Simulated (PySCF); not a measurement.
A structure optimised at TPSSh-D3(BJ)/def2-TZVP, used in a PySCF frequency run:

```
C
H 1 1.0924
H 1 1.0924 2 108.19
H 1 1.0954 2 108.04 3 -116.74
Si 1 1.8828 2 111.00 3 122.02
H 5 1.4877 1 111.37 2 58.75
H 5 1.4877 6 109.19 1 -123.39
```
Charge 0, spin multiplicity 2.

Q: Write its SMILES, formula and point group.

A: C[SiH2], CH5Si, Cs

Q: What are its rotational constants (standard atomic weights)?

A: 72.998, 11.656, 11.102 GHz
